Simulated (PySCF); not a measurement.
**BrCl2Ga: core ionisation energies**

GaCl2Br.
Bonds: Ga1–Cl2, Ga1–Cl3, Ga1–Br4.

The calculation used PySCF 2.14.0, delta-SCF UKS SCAN, pcX-2 on the ionised atom, pcseg-1 elsewhere, spin-free X2C. Vertical ΔSCF values, vacuum level as zero.

Problem. List the computed XPS lines with their assignment.

Solution. 
| atom(s) | bonded to | level | binding energy (eV) | 2p1/2 (eV) | count |
| --- | --- | --- | --- | --- | --- |
| Cl2/Cl3 | Ga | Cl 2p3/2 | 206.24 | 207.89 | 2 |
| Cl2/Cl3 | Ga | Cl 1s | 2828.85 | – | 2 |

Problem. What is the longest wavelength that can ionise Cl 2p3/2 of Cl2/Cl3 vertically?

Solution. λ = hc/E = 12398.42 eV Å / 206.24 eV = 60.116 Å.

Atoms equivalent by their bonding share one computed value, that of the first of them. Spin–orbit coupling isn't in the SCF: each 2p doublet comes from a relaxed spin-free hole plus a matrix of the shell (mean-field spin–orbit coupling and the ground-state 2p splitting), with 2p3/2 averaged over its two sublevels. 2p1/2 minus 2p3/2 (ligand field included): Cl 1.65 eV. No level of bromine or gallium is listed. Isolated species at its PBE0-D3(BJ)/def2-SVP geometry, gas phase.
